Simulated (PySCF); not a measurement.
Radial density of Nb (niobium, neutral)

PBE, [Kr] 4d4 5s1, high-spin 6D determinant. All numbers are calculated (PySCF 2.14, scalar relativity by spin-free X2C-1e, in x2c-TZVPall (8s6p6d1f, 63 functions)).

```csv
r (bohr),4πr²ρ (e/bohr),4πr²(ρα − ρβ)
0.0385,46.44,-0.0023
0.0648,46.69,0.0021
0.109,63.60,0.0620
0.183,44.02,0.2479
0.308,45.84,0.3679
0.518,30.69,0.0105
0.872,10.38,0.7615
1.47,7.487,1.9825
2.47,1.919,1.4818
4.15,0.4830,0.4802
6.98,0.03233,0.0323
11.7,0.0001082,0.0001
```

Densities and radii are taken from the X2C orbitals without a picture-change correction, which distorts them close to the nucleus.

Problem. Where is the radial spin density 4πr²(ρα − ρβ) most negative, and why is it negative at all?

Solution. Around r = 0.0385 bohr, down to -0.0023 e/bohr: exchange with the open shell polarises the paired shells in an unrestricted calculation.
